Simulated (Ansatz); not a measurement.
Input file for Ansatz (an electronic-structure program): R-CCSD(T)/def2-SVP on H2 (SMILES [H][H]).

Ansatz 0.2 input:
```yaml
crystal:
  periodic: [false, false, false]
  atoms:
    - {symbol: H, position_ang: [0.00000000, 0.00000000, 0.37198582]}
    - {symbol: H, position_ang: [-0.00000000, -0.00000000, -0.37198582]}
basis:
  gaussian:
    orbitals: def2-SVP
magnetization: {spin_polarized: false}
correlation: {method: ccsd_t, electrons: outside_noble_gas}
scf: {lower_state_search: off}
```

It printed:

```
WARN ansatz: RAYON_NUM_THREADS=4 ignored (pool sized by the plan → 4); use --threads N
Functional definition: HF
these checks for a lower state are left out or cut short: stability, starts, cluster_reference, orbital_swaps, neighbouring_geometries, increment
integrals: 0.00 GiB planned
104 factors; integrals over basis functions are off by at most 2.5e-4 eV
mean field: 0.04 GiB planned
mean field evaluation 1: about -30.6484 eV, gradient 3.7e0 eV
mean field evaluation 2: about -30.6478 eV, gradient 3.7e0 eV
mean field evaluation 4: about -30.7196 eV, gradient 2.9e-2 eV
mean field evaluation 8: about -30.7195 eV, gradient 4.2e-7 eV
mean field -30.71954091 eV, -1.1289223059 hartree, gradient 4.2e-7 eV, S^2 0.000000; 0 other end points of the search recorded, 0 dependent functions left out
reference -30.71954091 eV, -1.1289223059 hartree; 1, 1 occupied and 9, 9 virtual orbitals, 104 factors
second order -0.71566400 eV of doubles, -0.00000000 eV of singles
coupled cluster: 0.04 GiB planned
cycle   1  -0.87385824 eV  change   -1.6e-1 eV  update   2.6e-2
cycle   2  -0.93743772 eV  change   -6.4e-2 eV  update   8.9e-3
cycle   3  -0.93834901 eV  change   -9.1e-4 eV  update   1.2e-3
cycle   4  -0.93843448 eV  change   -8.5e-5 eV  update   1.1e-4
cycle   5  -0.93840001 eV  change    3.4e-5 eV  update   1.1e-5
cycle   6  -0.93840564 eV  change   -5.6e-6 eV  update   1.7e-6
cycle   7  -0.93840488 eV  change    7.6e-7 eV  update   1.7e-7
perturbative correction -0.00000000 eV, -0.0000000001 hartree
Total energy: -31.65794579 eV, -1.1634080492 hartree
Checks for a lower state left out: stability, starts, cluster_reference, orbital_swaps, neighbouring_geometries, increment
```

Self-consistency was reached.

Cost: very roughly 0.26 core-seconds.
